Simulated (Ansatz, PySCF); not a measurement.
## GdF3(H2O) in two programs

GdF3(H2O) (singlet in the valence; each metal's 4f electrons, 7 of them, lie in its core potential, out of spins and levels), relaxed with PySCF 2.14.0, RKS r2SCAN, Gd lcecp-1-SVP with ECP53, F def2-SVP, O def2-SVP, H def2-SVP; non-relativistic Hamiltonian with scalar-relativistic core potentials where named; density fitting; no spin-orbit coupling:

```xyz
7

Gd    0.0855   -0.0810    0.0810
F     1.1091    1.3495    1.1474
F    -1.3095   -1.1467    1.1467
F     1.1091   -1.1474   -1.3495
O    -1.3158    1.3382   -1.3382
H    -1.6631    2.2152   -1.1204
H    -1.6631    1.1204   -2.2152
```

There the HOMO–LUMO gap is 6.59 eV. The 4f levels lie in the core potential and are missing.

The same geometry by Ansatz 0.2.0 (PBE, PAW with the 4f shell of lanthanides and the 5f shell of actinides in the valence, a periodic box with 9 Å of vacuum; gaps over both spins; site moments in spheres, but by Gaussian weights under spin-orbit coupling, so that the two can't be compared; unpaired electrons at the start: 7, along z under spin-orbit coupling; the open shells may stand above their lowest state):

```
spin-orbit coupling  U on f (eV)  gap (eV)  spin moment on Gd1 (μB)  orbital moment of its f shell (μB)  largest force component (eV/Å)
            without            0      4.31                     6.67                                   –                            0.12
               with            0      4.03                     6.59                                0.03                            0.12
            without            5      5.43                     6.73                                   –                            0.11
```

(1) What does the run with spin-orbit coupling and with U = 5 eV give?

Semilocal functionals tend to give orbital moments well under those of Hund's rules.

Without U the plane-wave gap ends on 4f levels, which the Gaussian run lacks; U moves filled and empty 4f levels apart, though the lowest empty ones can remain 4f.

The spin-orbit runs use fully relativistic datasets of their own, so changes of a few hundredths of an eV needn't come from the coupling.

No frequency check is given that shows the relaxed geometry to be a minimum. An lcecp potential fixes the number of 4f electrons, so in runs with it no electron can move into or out of that shell.

Answers

(1) gap (eV): 5.38, spin moment on Gd1 (μB): 6.65, orbital moment of its f shell (μB): 0.03, largest force component (eV/Å): 0.12. It took 3 min on 2 threads of Intel(R) Xeon(R) Platinum 8259CL CPU @ 2.50GHz (Skylake/Cascade Lake), on a shared host, peak memory 3 GiB.
